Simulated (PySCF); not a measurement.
Stretching CrBr

Set-up: basis Cr def2-TZVPP, Br def2-TZVPP; no relativity; PySCF 2.14. Energies in eV from Cr (3d5 4s1) + Br in their ground configurations at the same level. State: ⁶Σ⁺ (sextet), unpaired electrons σ ↑, π ↑↑, δ ↑↑.

All columns are PBE0. A positive dipole means Cr(−)Br(+).

```csv
R (Å),E (eV),μ (D),Mulliken charge on Cr (basis-dependent),HOMO (eV),LUMO (eV),Mayer bond order,⟨S²⟩
2.029,-2.477,-4.14,0.43,-5.92,-2.21,1.19,8.77
2.123,-2.967,-4.56,0.43,-5.96,-2.38,1.12,8.77
2.217,-3.230,-5.00,0.43,-6.02,-2.54,1.06,8.77
2.288,-3.321,-5.33,0.44,-6.07,-2.66,1.03,8.77
2.359,-3.345,-5.66,0.44,-6.12,-2.78,0.99,8.78
2.430,-3.320,-5.99,0.45,-6.18,-2.89,0.96,8.78
2.524,-3.233,-6.43,0.47,-6.26,-3.03,0.92,8.78
2.642,-3.066,-6.97,0.49,-6.37,-3.20,0.87,8.78
2.784,-2.820,-7.59,0.51,-6.45,-3.38,0.82,8.79
2.972,-2.466,-8.34,0.53,-6.39,-3.61,0.77,8.80
```

A fit through these points gives, at Re = 2.355 Å, μ = -5.64 D and dμ/dR = -4.71 D/Å; the reduced mass is 31.32 u.

Task: How strong is the fundamental in the double-harmonic approximation, I = 42.26·(dμ/dR)²/μred km/mol?

Result: I = 42.26·(-4.71)²/31.32 = 29.9 km/mol at PBE0.

The metal atom is held in its measured ground configuration; semilocal functionals can put another filling of s and d lower by some tenths of an eV, and De to that atom would be smaller. Spin–orbit coupling is left out. The state is the lowest single determinant that the PBE0 search found; with open d or f shells the true ground state can be another one.
